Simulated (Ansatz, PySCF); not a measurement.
Ga(H)(SeH)2 (GaH₃Se₂), SMILES [GaH]([SeH])[SeH]. Atoms are numbered in the order given.

```xyz
6

Ga    -0.5704    -0.3401    -0.5104
H     -1.6229    -0.9695    -1.4775
Se    -0.5096     1.9842    -0.2361
H      0.6093     1.9421     0.7251
Se     0.9154    -1.7396     0.6363
H      1.5919    -0.6237     1.3254
```

Geometry optimised at B3LYP-D3(BJ)/def2-SVP. The structure was generated by enumeration; whether it is a known compound was not checked. One conformer was computed; it need not be the lowest.

Two levels are set side by side: PBE-D3(BJ)/def2-SVP (Ansatz, an electronic-structure program) and B3LYP-D3(BJ)/def2-SVP (Ansatz). Each level has its own optimised geometry; the coordinates shown are those of the second. Frequencies come from the Hessian of PySCF at each geometry. Differences are taken from unrounded values.

```csv
quantity,B3LYP-D3(BJ)
mean bond length (Å),1.839
bond Ga1–Se3 (Å),2.341
bond Ga1–Se5 (Å),2.341
bond Ga1–H2 (Å),1.562
bond Se3–H4 (Å),1.476
bond Se5–H6 (Å),1.476
highest harmonic wavenumber (cm⁻¹),2413
mean harmonic wavenumber (cm⁻¹),849
zero-point energy (kcal/mol),14.57
```

What does PBE-D3(BJ) give, and how far is it from B3LYP-D3(BJ)? (An estimate is asked for; the answer gives what the named calculation found.)


```json
[
 {"quantity": "mean bond length (Å)", "PBE-D3(BJ)": "1.845", "PBE-D3(BJ) minus B3LYP-D3(BJ)": "0.006"},
 {"quantity": "bond Ga1–Se3 (Å)", "PBE-D3(BJ)": "2.342", "PBE-D3(BJ) minus B3LYP-D3(BJ)": "0.001"},
 {"quantity": "bond Ga1–Se5 (Å)", "PBE-D3(BJ)": "2.342", "PBE-D3(BJ) minus B3LYP-D3(BJ)": "0.001"},
 {"quantity": "bond Ga1–H2 (Å)", "PBE-D3(BJ)": "1.570", "PBE-D3(BJ) minus B3LYP-D3(BJ)": "0.008"},
 {"quantity": "bond Se3–H4 (Å)", "PBE-D3(BJ)": "1.485", "PBE-D3(BJ) minus B3LYP-D3(BJ)": "0.010"},
 {"quantity": "bond Se5–H6 (Å)", "PBE-D3(BJ)": "1.485", "PBE-D3(BJ) minus B3LYP-D3(BJ)": "0.010"},
 {"quantity": "highest harmonic wavenumber (cm⁻¹)", "PBE-D3(BJ)": "2361", "PBE-D3(BJ) minus B3LYP-D3(BJ)": "-52"},
 {"quantity": "mean harmonic wavenumber (cm⁻¹)", "PBE-D3(BJ)": "828", "PBE-D3(BJ) minus B3LYP-D3(BJ)": "-21"},
 {"quantity": "zero-point energy (kcal/mol)", "PBE-D3(BJ)": "14.21", "PBE-D3(BJ) minus B3LYP-D3(BJ)": "-0.36"}
]
```

Exact exchange shortens and stiffens bonds; PBE has none. Differences between two approximate levels are no errors against the true value.
